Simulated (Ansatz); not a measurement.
# Si2H3F3 (SMILES F[Si](F)(F)[SiH3]): the energy to break a bond

Si2H3F3: 8 atoms, total charge 0, spin state singlet. SMILES: `F[Si](F)(F)[SiH3]`. The shape was relaxed beforehand at r2SCAN/def2-SVP.

```tsv
atom	x (Å)	y (Å)	z (Å)
F	1.3219	-1.0568	1.5289
Si	0.5324	-0.9868	0.1280
F	-0.5000	-2.2216	0.1070
F	1.6121	-1.2559	-1.0351
Si	-0.5501	1.0493	-0.1525
H	-1.5308	1.2303	0.9564
H	0.4641	2.1422	-0.1228
H	-1.2573	1.0423	-1.4655
```

Wanted: the dissociation energy of the F4–Si2 bond into doublet F and doublet Si2H3F2 (shapes relaxed at r2SCAN/def2-SVP, no zero-point term). 1 Eh = 2625.50 kJ/mol = 27.2114 eV. Totals in Eh; open shells run unrestricted unless said.

| level | program | Si2H3F3 | doublet F | doublet Si2H3F2 |
| --- | --- | --- | --- | --- |
| PBE/def2-SVP | Ansatz | -879.485270 | -99.539757 | -779.697288 |
| B3LYP/def2-SVP | Ansatz | -880.113761 | -99.640474 | -780.229828 |
| wB97M-V/def2-SVP | Ansatz | -879.954789 | -99.614309 | -780.086828 |

Work out the dissociation energy at each level.


1. PBE/def2-SVP: (-99.539757) + (-779.697288) − (-879.485270) = 0.248225 Eh = 651.7 kJ/mol = 6.75 eV.
2. B3LYP/def2-SVP: (-99.640474) + (-780.229828) − (-880.113761) = 0.243459 Eh = 639.2 kJ/mol = 6.62 eV.
3. wB97M-V/def2-SVP: (-99.614309) + (-780.086828) − (-879.954789) = 0.253652 Eh = 666.0 kJ/mol = 6.90 eV.

The levels span 639 to 666 kJ/mol; no measured value is set beside them. A bond enthalpy at 298 K also holds the loss of zero-point energy and thermal terms.
